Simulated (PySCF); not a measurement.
[ZrCl6]3-: Zr(III) (d1), charge -3. The structure is a PBE0-D3(BJ)/def2-SVP, IEF-PCM water geometry optimised for multiplicity 2; coordination octahedral, point group D2h, metal–donor distances 2.57–2.60 Å.

Method (PySCF 2.14, density fitting): CASSCF(1,5) with orbitals averaged over all microstates of the shell, strongly contracted NEVPT2 on the averaged canonical orbitals; basis x2c-TZVPall on the metal, x2c-SVPall elsewhere; spin-free X2C; IEF-PCM water; spin-orbit coupling by state interaction with the mean-field operator over all roots.

CASSCF energies above the lowest CASSCF root:

```csv
state,CASSCF / cm⁻¹
2B3g (from 2T2g),0
2B2g (from 2T2g),245
2Ag (from 2T2g),268
2Ag (from 2Eg),18213
2B1g (from 2Eg),19124
```

Task: How does dynamic correlation (SC-NEVPT2) move these states?

Result: 
```tsv
state	NEVPT2 / cm⁻¹	shift / cm⁻¹
2B3g (from 2T2g)	0	0
2B2g (from 2T2g)	220	-25
2Ag (from 2T2g)	246	-23
2Ag (from 2Eg)	19409	+1196
2B1g (from 2Eg)	20310	+1186
```

In the ligand-field fit 10Dq goes from 18497 to 19704 cm⁻¹. The symmetry is lower than cubic, so 10Dq is the difference of the means of the two sets.

No frequencies were computed for the optimised geometry. Charge-transfer states lie outside this active space and may come lower than some of these levels. 2B2g (from 2T2g) (220 cm⁻¹), 2Ag (from 2T2g) (246 cm⁻¹) lie within 300 cm⁻¹ of 2B3g (from 2T2g) at NEVPT2 level, inside the method's error: they are parts of one split term, whose order is undecided. An active orbital has only 0.71 squared overlap with the free ion's shell, so the metal shell alone is a small active space here. NEVPT2 on the d shell alone tends to put d–d bands too high for such charged or covalently bound ions.
